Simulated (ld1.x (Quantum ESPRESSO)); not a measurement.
# What one change does to a pseudopotential (antimony (Sb), PAW)

Sb, PAW, made with ld1.x (Quantum ESPRESSO) 7.5 (PBEsol, scalar-relativistic). Core [Kr], reference 4d10 5s2 5p1 (charge +2). Waves: 5s (bound): rcut 1.65, rcutus 2.15 bohr; 5s channel at 3.2 Ry: rcut 1.65, rcutus 2.15 bohr; 5p (bound): rcut 2.00, rcutus 2.55 bohr; 5p channel at 0.85 Ry: rcut 2.00, rcutus 2.55 bohr; 4d (bound): rcut 1.05, rcutus 1.15 bohr; 4d channel at -2.7 Ry: rcut 1.05, rcutus 1.15 bohr. Local part: all-electron potential smoothed inside 2.35 bohr (lloc = -1). Core correction: Bessel-smoothed model core inside 0.95 bohr. Augmentation charge: PSQ, inside the norm-conserving radii.

Change: all radii but the core radius scaled by about 0.96 (s 2.06, p 2.44, d 1.10 bohr, rcut 1.58/1.92/1.00); local potential all-electron potential smoothed inside 2.26 bohr (lloc = -1).

Cutoffs: the cutoffs (Ry, on a coarse ladder) from which the occupation-weighted sum of valence levels, in a spherical-Bessel basis at the reference potential, stays within 10 and 1 mRy of its value at 400 Ry; they do not see the model core or the augmentation charge, which bear on the density cutoff. Errors are all-electron minus pseudo energies relative to the spin-unpolarised reference configuration.

Question: Predict the effect on cutoff, ghosts and configuration errors.

Answer: The potential gets neither clearly harder nor softer (110 Ry and 200 Ry → 120 Ry and 200 Ry); the d channel sets the loose cutoff, while the largest relative change is in s, which becomes harder; of the 7 tests that both files solve, the error grows in 0 and shrinks in 2 by more than 15 % and 0.3 meV (median size 7.7 → 6.6 meV); neither file shows a bound ghost.

| quantity | base | changed |
| --- | --- | --- |
| cutoff, loose | 110 Ry | 120 Ry |
| cutoff, tight | 200 Ry | 200 Ry |
| loose cutoff by channel (10 mRy a level) | s 6 Ry, p 6 Ry, d 70 Ry | s 8 Ry, p 6 Ry, d 80 Ry |
| bound ghosts | none | none |
| error for 4d10 5s2 5p3, meV [ΔE -24.36 eV] | +7.7 | +6.6 |
| error for 4d10 5s2 5p2, meV [ΔE -16.01 eV] | +4.3 | +4.1 |
| error for 4d10 5s2 5p0, meV [ΔE 24.44 eV] | -6.7 | -7.1 |
| error for 4d10 5s1 5p4, meV [ΔE -16.21 eV] | +7.6 | +6.5 |
| error for 4d10 5s0 5p5, meV [ΔE -7.86 eV] | +7.8 | +6.4 |
| error for 4d10 5s2 5p3.3, meV [ΔE -25.52 eV] | +8.5 | +7.1 |
| error for 4d9 5s2 5p4, meV [ΔE 6.69 eV] | -79 | -82 |
| lowest overlap eigenvalue by channel | s 0.62, p 0.51, d 0.99 | s 0.66, p 0.53, d 0.99 |
